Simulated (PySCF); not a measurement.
**From computed data to an observable: refractive index and permittivity of the vapour**

CsBr, SMILES [Cs][Br].

Geometry optimised at B3LYP-D3(BJ)/def2-TZVPD. The def2 effective core potentials stand for the cores of Cs; spin–orbit coupling is left out.

PySCF with PBE/def2-TZVPD gives a mean static polarisability of 67.2 bohr³ and a dipole moment of 10.77 D. Take an ideal gas at 298.15 K and 0.1 bar, whether or not the substance is that volatile.

Question: Work out n − 1 in the optical limit and the static ε − 1.

Answer: 
Polarisability volume α' = 67.2 × 0.148185 = 9.96 Å³. Number density N = p/kT = 2.43e-6 Å⁻³.
Dilute limit of Lorentz–Lorenz: n − 1 = 2π N α' = 0.00015.
Orientation term of Debye: μ²/(3kT) = 8.098 Å³ × μ²(D²) = 939.29 Å³.
ε − 1 = 4π N (α' + μ²/3kT) = 0.029. Orientation of the dipole supplies 99 % of the static response; it can't follow optical fields. Vibrational polarisation and dispersion are left out.
